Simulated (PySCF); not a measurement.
## Electronic structure of Ar (argon, neutral) at the UHF level

Configuration: [Ar], closed-shell 1S. Calculation: PySCF 2.14, in aug-cc-pV(T+d)Z with one added diffuse shell each of s, p, d, f type (7s6p5d3f, 71 functions); no relativity, point nucleus.

| Property | Result |
| --- | --- |
| Total energy | -526.813369 hartree |
| One-electron energy | -728.2205 hartree |
| Hartree (Coulomb) energy | 231.5904 hartree |
| Exchange energy | -30.1833 hartree |
| Kinetic energy | 526.79377 hartree |
| ⟨S²⟩ | 0.0000 |
| ⟨L²⟩ | 0.000 |
| Sum of ⟨r⟩ | 16.08 bohr |
| Sum of ⟨r²⟩ | 26.07 bohr² |
| Density at the nucleus (Gaussians lack the cusp) | 3790 bohr⁻³ |
| Langevin diamagnetic susceptibility | -20.6 ×10⁻⁶ cm³/mol |

```
shell  electrons  mean orbital energy (eV)  rms radius, mean of both spins (bohr)
   1s          2                   -3227.6                                 0.0998
   2s          2                   -335.33                                  0.449
   2p          6                   -260.47                                  0.418
   3s          2                   -34.772                                   1.53
   3p          6                   -16.090                                   1.82
```

Spin-orbit constants ζ (cm⁻¹) from the X2C one-electron operator on these orbitals (non-relativistic here): bare nucleus, nucleus screened by l(l+1)(2l+1)/3 electrons, and screened by the Breit-Pauli mean field of the electrons.

```
shell   bare  screened nucleus  mean field
   2p  12860             11430       10760
   3p  925.5             822.6       764.6
```
